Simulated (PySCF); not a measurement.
# Static response to an electric field

Compound: NbSe(OMe)3, C3H9NbO3Se (singlet state).
Cartesian coordinates in Å at the PBE0-D3(BJ)/def2-SVP level; atoms count from 1:
```xyz
17
C3H9NbO3Se angstrom
Nb    -0.022    0.009    0.151
Se    -0.050   -0.008    2.446
O      1.615   -0.689   -0.411
C      2.879   -1.199   -0.130
H      3.022   -1.308    0.959
H      3.657   -0.525   -0.524
H      3.003   -2.187   -0.605
O     -0.226    1.774   -0.422
C     -0.387    3.127   -0.135
H     -0.369    3.300    0.954
H     -1.350    3.486   -0.536
H      0.423    3.711   -0.602
O     -1.437   -1.043   -0.457
C     -2.481   -1.930   -0.206
H     -2.710   -1.967    0.873
H     -2.211   -2.943   -0.546
H     -3.385   -1.610   -0.750
```

Level: PBE0/def2-SVPD (PySCF), static field, nuclei fixed, core orbitals frozen in the response. The polarisability tensor in these axes (au):

```
x   127.11   0.29  -0.14
y     0.29 127.93   0.11
z    -0.14   0.11 129.66
```

Question: Give the principal values, the mean and the anisotropy Δα = √{½[(α1 − α2)² + (α2 − α3)² + (α1 − α3)²]}.

Answer: Principal values 127.01, 128.02 and 129.67 au; mean 128.23 au = 19.00 Å³ = 21.14 × 10⁻⁴⁰ C²·m²/J; Δα = 2.33 au (2 % of the mean).

Question: What is the dipole moment, and where does it point?

Answer: (0.11, -0.03, -2.29) D, 2.30 D in size, pointing from the negative to the positive side. Measured along this direction, the outermost atoms are Se2 at the negative end and H7 and H6 at the positive end.

Question: Form Σ f/ω² (atomic units) for the 10 lowest TDDFT singlets, given as eV and f, and set it beside the mean polarisability, which is this sum over all singlets: 3.73, 0.0000; 3.96, 0.0025; 3.96, 0.0026; 4.71, 0.0003; 4.73, 0.0002; 4.85, 0.0647; 5.12, 0.0148; 5.13, 0.0151; 5.29, 0.0003; 5.42, 0.0103.

Answer: They add up to 3.40 au, 2.7 % of the 128.23 au; the largest single term is 2.04 au, from the state at 4.85 eV. Terms in order: 0.00, 0.12, 0.12, 0.01, 0.01, 2.04, 0.42, 0.42, 0.01, 0.26 au. Higher excitations give the rest. The strengths listed sum to 0.111.

Question: Estimate the molar refractivity from the static electronic polarisability.

Answer: Lorentz–Lorenz: R = (4π/3)N_A α = 2.5225 cm³/(mol·Å³) × 19.00 Å³ = 47.9 cm³/mol, in the limit of long wavelengths.

Question: Refractivity n − 1 of an ideal gas of it at 273.15 K and 1 atm, from the electronic α?

Answer: N = p/kT = 2.6868 × 10¹⁹ cm⁻³, so n − 1 = 2π × N × 19.00 × 10⁻²⁴ cm³ = 3208 × 10⁻⁶ at long wavelengths, for an ideal gas.

Geometry: PBE0-D3(BJ)/def2-SVP; no solvent, vibrations or thermal averaging. Atoms past krypton carry effective core potentials; spin–orbit coupling is left out. The calculation is non-relativistic apart from the core potentials, for selenium too.
